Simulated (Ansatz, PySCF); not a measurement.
Complex: CH4O (SMILES CO) (first 6 atoms) with CH2F2 (SMILES FCF); geometry from B3LYP-D3(BJ)/def2-TZVP.
(charge 0, multiplicity 1):
```csv
atom,x (Å),y (Å),z (Å)
C,0.3873,-0.5809,0.4249
O,0.2626,0.7548,0.9094
H,-0.2698,-0.7641,-0.4311
H,0.0922,-1.2381,1.2403
H,1.4182,-0.8170,0.1429
H,0.5396,1.3643,0.2184
F,-0.0116,-1.0789,3.8709
C,0.2493,0.2395,4.1332
F,1.3901,0.3054,4.8805
H,-0.5757,0.6383,4.7259
H,0.4075,0.7537,3.1865
```

Basis-set superposition error: the interaction energy with monomers in their own basis, and in the dimer's basis (counterpoise).

Programs: Ansatz (Gaussian orbitals); PySCF for 6-31G* rows, M06-2X. Each number belongs to the level named beside it.

```json
[
 {"level": "PBE/def2-TZVPPD", "uncorrected (meV)": "-104.5", "counterpoise (meV)": "-101.6", "difference": "2.8"},
 {"level": "revPBE/def2-TZVPPD", "uncorrected (meV)": "-38.9", "counterpoise (meV)": "-36.2", "difference": "2.8"},
 {"level": "B97M-V/def2-TZVPPD", "uncorrected (meV)": "-133.6", "counterpoise (meV)": "-131.8", "difference": "1.8"},
 {"level": "B3LYP/def2-TZVPPD", "uncorrected (meV)": "-90.7", "counterpoise (meV)": "-87.8", "difference": "2.9"},
 {"level": "BHLYP/def2-TZVPPD", "uncorrected (meV)": "-121.2", "counterpoise (meV)": "-118.8", "difference": "2.4"},
 {"level": "M06-2X/def2-TZVPPD", "uncorrected (meV)": "-134.7", "counterpoise (meV)": "-131.4", "difference": "3.3"},
 {"level": "wB97X-V/def2-TZVPPD", "uncorrected (meV)": "-145.6", "counterpoise (meV)": "-143.1", "difference": "2.4"},
 {"level": "wB97M-V/def2-TZVPPD", "uncorrected (meV)": "-141.9", "counterpoise (meV)": "-139.0", "difference": "2.9"},
 {"level": "MP2/6-31G*", "uncorrected (meV)": "-200.8", "counterpoise (meV)": "-102.2", "difference": "98.6"},
 {"level": "CCSD/aug-cc-pVDZ", "uncorrected (meV)": "-164.0", "counterpoise (meV)": "-119.0", "difference": "45.0"}
]
```

The error is largest for MP2/6-31G* (98.6 meV) and smallest for B97M-V/def2-TZVPPD (1.8 meV).

Ansatz is an electronic-structure program.
